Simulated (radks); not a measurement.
Task: These are the eigenvalues of the occupied orbitals of an atom or ion with whole-number occupations (eV). Calculated with a radial shooting solver on a logarithmic mesh with Libxc functionals: non-relativistic Kohn-Sham, LB94 model potential, spin-polarised, spherical densities, point nucleus.

| orbital | eigenvalue |
|---|---|
| 1s | -55221.10 |
| 2s | -11539.43 |
| 2p | -11188.30 |
| 3s | -4547.402 |
| 3p | -4410.082 |

Which element is it, and in what charge state? The configuration may be excited. Open shells, if any, are filled with parallel spins first.

Result: Z = 67, holmium, charge +49: Ho49+ in [Ar]. The list shows which subshells hold electrons but not how many an open one holds; the 1s level, -2029.3 hartree, gives Z - s = 63.7 by -(Z - s)^2/2, which with screening narrows Z to a few neighbours, and the depths of the outer levels then fix element, charge and occupations together.
